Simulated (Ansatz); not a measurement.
Species: C11H7N, SMILES `N#Cc1ccccc2cccc1-2` (charge 0, multiplicity 1), formula C11H7N.

Problem. How many basis functions does Ansatz (a quantum-chemistry and plane-wave program) with frozen-core CCSD(T)/cc-pVDZ // B3LYP-D3(BJ)/def2-SVP use, how many core orbitals are frozen, and how many electrons are correlated?

Solution. 203 basis functions and 12 frozen orbitals, which leaves 56 correlated electrons. Core time is of the order of minutes.
